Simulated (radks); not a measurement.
Task: Radial electron density D(r) = 4 pi r^2 rho(r) of an atom or ion with 42 electrons. Method: non-relativistic Kohn-Sham, Slater X-alpha with alpha = 0.615, spin-polarised, spherical densities, point nucleus; computed with a radial shooting solver on a logarithmic mesh with Libxc functionals.

| r (bohr) | D(r) (e/bohr) | spin D(r) |
|---|---|---|
| 0.003753 | 7.091 | 0.000820 |
| 0.004334 | 8.997 | 0.00104 |
| 0.005006 | 11.33 | 0.00130 |
| 0.005781 | 14.14 | 0.00161 |
| 0.006676 | 17.46 | 0.00197 |
| 0.007772 | 21.55 | 0.00240 |
| 0.008976 | 25.93 | 0.00283 |
| 0.01037 | 30.72 | 0.00327 |
| 0.01197 | 35.75 | 0.00366 |
| 0.01394 | 41.04 | 0.00396 |
| 0.0161 | 45.66 | 0.00404 |
| 0.01859 | 49.50 | 0.00382 |
| 0.02147 | 52.15 | 0.00320 |
| 0.02479 | 53.30 | 0.00211 |
| 0.02886 | 52.81 | 0.000451 |
| 0.03333 | 50.97 | -0.00142 |
| 0.0385 | 48.47 | -0.00313 |
| 0.04446 | 46.32 | -0.00387 |
| 0.05134 | 45.67 | -0.00227 |
| 0.05977 | 47.57 | 0.00415 |
| 0.06903 | 51.96 | 0.0176 |
| 0.07972 | 57.94 | 0.0418 |
| 0.09207 | 63.59 | 0.0811 |
| 0.1063 | 66.59 | 0.140 |
| 0.1238 | 65.06 | 0.228 |
| 0.143 | 59.25 | 0.337 |
| 0.1651 | 51.43 | 0.466 |
| 0.1907 | 45.07 | 0.601 |
| 0.2202 | 42.98 | 0.711 |
| 0.2563 | 45.70 | 0.756 |
| 0.2961 | 49.96 | 0.690 |
| 0.3419 | 51.51 | 0.510 |
| 0.3949 | 47.44 | 0.259 |
| 0.456 | 38.16 | 0.0424 |
| 0.5309 | 26.41 | 0.00693 |
| 0.6131 | 17.57 | 0.275 |
| 0.7081 | 13.05 | 0.861 |
| 0.8177 | 12.14 | 1.66 |
| 0.9444 | 12.55 | 2.47 |
| 1.099 | 12.17 | 3.09 |
| 1.27 | 10.42 | 3.31 |
| 1.466 | 7.871 | 3.18 |
| 1.693 | 5.394 | 2.80 |
| 1.971 | 3.412 | 2.27 |
| 2.277 | 2.186 | 1.76 |
| 2.629 | 1.412 | 1.28 |
| 3.037 | 0.8994 | 0.867 |
| 3.507 | 0.5403 | 0.534 |
| 4.083 | 0.2809 | 0.280 |
| 4.715 | 0.1299 | 0.130 |
| 5.445 | 0.05004 | 0.0500 |
| 6.289 | 0.01556 | 0.0156 |
| 7.263 | 0.003785 | 0.00379 |
| 8.455 | 0.0006276 | 0.000628 |

What is the nuclear charge?

Result: Z = 43. The innermost maximum, from 1s, lies near 1/Z = 0.0233 bohr (found: 0.0256), and its height grows with Z. The density is that of the technetium ion Tc+ in [Kr] 4d5 5s1; the configuration itself is not fixed sharply by these data, and Z only to a few units. D(r) has 4 maxima, at r = 0.0256, 0.110, 0.334, 0.983 bohr, and minima at 0.0501, 0.217, 0.805 bohr, inside which lie 2.05, 11.16, 29.22 electrons.
